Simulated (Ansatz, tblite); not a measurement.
Forces on Cs₂F₂ at its PBE0-D4/def2-TZVP geometry. Total charge 0; singlet.

In the def2 sets Cs takes a core potential; there is no spin–orbit coupling. The xTB rows come from tblite. The structure comes from a short search, and lower isomers may exist.

GFN1-xTB (tblite), largest force 0.30 eV/Å:

```xyz
4
positions Å, forces eV/Å
Cs   -0.340    1.992   -0.279    0.049   -0.292    0.041
Cs    0.343   -1.991    0.279   -0.051    0.291   -0.041
F    -0.267   -0.269   -1.592    0.001    0.000    0.000
F     0.265    0.268    1.593    0.001    0.000   -0.001
```

GFN2-xTB (tblite), largest force 0.30 eV/Å:

```
Cs 0.050 -0.296 0.042
Cs -0.052 0.295 -0.041
F 0.003 0.002 0.013
F -0.001 -0.002 -0.013
```

ωB97X-V/def2-TZVP (Ansatz), largest force 0.11 eV/Å:

```
Cs -0.020 0.109 -0.016
Cs 0.018 -0.110 0.016
F -0.014 -0.015 -0.090
F 0.016 0.015 0.090
```
